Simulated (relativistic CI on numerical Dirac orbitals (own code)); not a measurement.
## Calculated levels, N⁺

These numbers are calculated, not measured: Dirac-Coulomb-Breit CI, orbitals from a KLI potential per configuration, a model potential for QED, valence Slater integrals scaled by 0.85, configuration energies shifted to the measured levels that pair with them (semi-empirical) (own radial code, finite nucleus).

Configuration list (outside the closed core 1s2): 2s²2p², 2s2p³, 2s²2p3s, 2s²2p3p, 2s²2p3d, 2p⁴, 2s²2p4s, 2s²2p4p, 2s²2p4d, 2s²2p4f, 2s²3s², 2s²3s3p, 2s2p²3s, 2s²3s3d, 2s²3p², 2p³3s, 2s²3p3d, 2s2p²3p. Levels of other configurations are missing.

The lowest level is 2s²2p² ³P0, with 98 % of that term; Hund's rules for 2s²2p² give ³P with J = 0, in agreement.

```
No.     Configuration  Term  J  E (cm⁻¹)    %  Landé g
  1            2s²2p²    ³P  0       0.0   98         
  2            2s²2p²    ³P  1      47.0   98    1.501
  3            2s²2p²    ³P  2     125.2   98    1.501
  4            2s²2p²    ¹D  2   15291.0   99    1.000
  5            2s²2p²    ¹S  0   27636.2   95         
  6       2s2p³(4S°)‡   ⁵S°  2   45358.9  100    2.002
  7       2s2p³(2D°)‡   ³D°  3   94513.3   99    1.334
  8       2s2p³(2D°)‡   ³D°  2   94527.7   99    1.167
  9       2s2p³(2D°)‡   ³D°  1   94530.3   99    0.499
 10       2s2p³(2P°)‡   ³P°  2  109041.3   98    1.501
 11       2s2p³(2P°)‡   ³P°  1  109041.4   98    1.501
 12       2s2p³(2P°)‡   ³P°  0  109048.0   98         
 13       2s2p³(2D°)‡   ¹D°  2  148521.1   95    1.000
 14           2s²2p3s   ³P°  0  148898.8   95         
 15           2s²2p3s   ³P°  1  148949.9   95    1.500
 16           2s²2p3s   ³P°  2  149064.0   95    1.501
 17           2s²2p3s   ¹P°  1  150568.8   88    1.001
 18       2s2p³(4S°)‡   ³S°  1  155128.3   98    2.002
 19       2s2p³(2P°)‡   ¹P°  1  164581.7   86    1.000
 20           2s²2p3p    ¹P  1  165293.7   99    0.999
 21           2s²2p3p    ³D  1  166933.2   99    0.500
 22           2s²2p3p    ³D  2  166994.7   99    1.167
 23           2s²2p3p    ³D  3  167092.9   99    1.334
 24           2s²2p3p    ³S  1  169056.5   99    2.001
 25           2s²2p3p    ³P  0  170405.9   98         
 26           2s²2p3p    ³P  1  170442.6   98    1.502
 27           2s²2p3p    ³P  2  170501.9   98    1.501
 28           2s²2p3p    ¹D  2  173842.2   99    1.000
 29           2s²2p3p    ¹S  0  177676.5   97         
 30           2s²2p3d   ³F°  2  186528.8   99    0.669
 31           2s²2p3d   ³F°  3  186588.0   99    1.084
 32           2s²2p3d   ³F°  4  186670.5  100    1.251
 33           2s²2p3d   ¹D°  2  187241.1   93    1.002
 34           2s²2p3d   ³D°  1  187436.5   99    0.501
 35           2s²2p3d   ³D°  2  187461.6   97    1.164
 36           2s²2p3d   ³D°  3  187491.3   98    1.333
 37           2s²2p3d   ³P°  2  188627.1   98    1.499
 38           2s²2p3d   ³P°  1  188680.2   98    1.499
 39           2s²2p3d   ³P°  0  188708.2   99         
 40           2s²2p3d   ¹F°  3  189549.0   99    1.000
 41           2s²2p3d   ¹P°  1  190820.3   94    1.000
 42          2s²2p4s‡   ³P°  0  201048.6   99         
 43          2s²2p4s‡   ³P°  1  201100.8   99    1.498
 44          2s²2p4s‡   ³P°  2  201223.5   99    1.501
 45          2s²2p4s‡   ¹P°  1  202257.4   98    1.002
 46  2s2p²(3P)<4P>3s‡    ⁵P  1  202270.2  100    2.503
 47  2s2p²(3P)<4P>3s‡    ⁵P  2  202326.3  100    1.835
 48  2s2p²(3P)<4P>3s‡    ⁵P  3  202396.2  100    1.668
 49          2s²2p4p‡    ³P  0  206475.2   61         
 50          2s²2p4p‡    ³P  1  206507.8   61    1.500
 51          2s²2p4p‡    ³P  2  206575.4   61    1.500
 52          2s²2p4p‡    ¹P  1  207167.5   96    0.989
 53          2s²2p4p‡    ³D  1  207517.2   97    0.514
 54          2s²2p4p‡    ³D  2  207567.8   99    1.167
 55          2s²2p4p‡    ³D  3  207659.6   99    1.334
 56          2s²2p4p‡    ³S  1  208236.4   99    2.000
 57          2s²2p4p‡    ¹D  2  210412.5   99    1.000
 58          2s²2p4p‡    ¹S  0  212803.4   96         
 59  2s2p²(3P)<4P>3s‡    ³P  0  213230.3   58         
 60  2s2p²(3P)<4P>3s‡    ³P  1  213263.8   59    1.501
 61  2s2p²(3P)<4P>3s‡    ³P  2  213331.9   59    1.501
 62          2s²2p4f‡    ¹F  3  213381.3   49    1.060
 63          2s²2p4f‡    ³F  2  213384.1   93    0.693
 64          2s²2p4f‡    ³F  3  213405.1   44    0.997
 65          2s²2p4f‡    ³F  4  213409.3   85    1.217
 66          2s²2p4f‡    ³G  3  213611.6   84    0.796
 67          2s²2p4f‡    ³G  4  213620.3   57    1.067
 68          2s²2p4f‡    ³G  5  213710.4  100    1.200
 69          2s²2p4f‡    ¹G  4  213725.6   66    1.017
 70          2s²2p4f‡    ³D  3  213728.2   93    1.314
```

Energies count from the lowest computed level; ° marks odd parity. Percentages are summed over parent terms; the parents shown are those of the largest component, closed shells are left out there, and <> holds an intermediate term. ‡ marks configurations that were not tied to measured data.

The mean weight of the leading LS term, summed over parents, in these 70 levels is 91 %, and that of the leading jj configuration (from the same eigenvectors) 64 %, so LS coupling describes them better.

Configurations whose levels could be paired with our table of measured levels were shifted onto them, all but the ground configuration, by the median error of their levels; single terms can still be off by 1,000 to 2,000 cm⁻¹ or more, and rates follow the energies as ν³ (E1, M1) or ν⁵ (E2). The others borrow a shift and can be off by several thousand cm⁻¹ or more. The fine structure of a lone outer electron comes out too small, for d and f at times inverted, and misplaced configurations move strength between like terms. 29 of the 39 excited levels that our extract of the measured tables holds in this range could be paired (the sources list more); they are missed by 385 cm⁻¹ on average and 5052 at most, after the shifts were fitted to these levels, and levels without a partner can miss by more.

Landé's interval rule says that E(J) − E(J−1) = AJ with one A. For the ground term the intervals give A = 47.0, 39.1 cm⁻¹ for J = 1, 2; the multiplet is regular.
